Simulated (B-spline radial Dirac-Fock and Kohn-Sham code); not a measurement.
# Kr¹⁷⁺: eigenvalues, ΔSCF and the reference

System: Kr¹⁷⁺ in the configuration 1s2 2s2 2p6 3s2 3p6 3d1.

The density-functional columns are spherical, spin-unpolarised Dirac-Kohn-Sham results without Breit or QED terms: −ε is minus the orbital energy of the initial state and ΔSCF the difference of two total energies. The reference in the last column comes from Dirac-Fock (average of configuration) total-energy differences with a finite nucleus, the Breit interaction including its frequency dependence, and self-energy and vacuum-polarisation corrections. All numbers are from a radial finite-basis atomic code, in eV; a selection of levels is shown. The Kohn-Sham columns are given as differences from the reference. For the 1s level of heavy atoms much of the gap between ΔSCF and the reference is the Breit and QED part, -33.3 eV here; for other levels the error of the functional can be larger.

```tsv
level	LDA −ε − DF	LDA ΔSCF − DF	Dirac-Fock
K	-219.2	+28.4	14966.6
L1	-86.9	-30.9	2565.8
L2	-66.1	-0.4	2369.6
L3	-66.7	-2.6	2316.1
M1	-35.7	-12.3	820.1
M2	-22.7	+1.3	746.2
M3	-22.8	+0.9	735.5
M4,5	-25.0	+1.1	638.5
```

Values without a named source are computed, but for edge energies of neutral atoms, which are taken from tables.
